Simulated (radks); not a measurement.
Values are calculated unless marked as measured or tabulated.
Question: Spherical quantum dot in the effective-mass picture: electrons in a parabolic well V = omega^2 r^2 / 2 with omega = 4.91, all in effective atomic units (hartree* = m*/eps^2 hartree, bohr* = eps/m* bohr), one dielectric constant everywhere. Level of theory: non-relativistic Kohn-Sham, PBEsol, spin-polarised, spherical densities (a radial shooting solver with Libxc functionals). Levels are named by radial order and angular momentum (1s, 1p, 1d, 2s, ...), and open shells are averaged over m. Each electron was tried in the lowest free levels, single moves between levels near the top were tried too, and the lowest total energy was kept; such a search can miss a lower state. Give the order in which the levels fill up to N = 23, the shell closures and the spin along the way.

Answer: Shells are first occupied in the order 1s, 1p, 1d, 2s, 1f. Open shells at each N (closed shells left out): 1: 1s(up 1, down 0); 2: none; 3: 1p(up 1, down 0); 4: 1p(up 2, down 0); 5: 1p(up 3, down 0); 6: 1p(up 3, down 1); 7: 1p(up 3, down 2); 8: none; 9: 1d(up 1, down 0); 10: 1d(up 2, down 0); 11: 1d(up 3, down 0); 12: 1d(up 4, down 0); 13: 1d(up 5, down 0); 14: 1d(up 5, down 1); 15: 1d(up 5, down 2); 16: 1d(up 5, down 3); 17: 1d(up 5, down 4); 18: none; 19: 2s(up 1, down 0); 20: none; 21: 1f(up 1, down 0); 22: 1f(up 2, down 0); 23: 1f(up 3, down 0). All shells are closed at N = 2, 8, 18, 20 (there: 1s2 1p6 1d10 2s2). Largest 2S: 5, at N = 13.
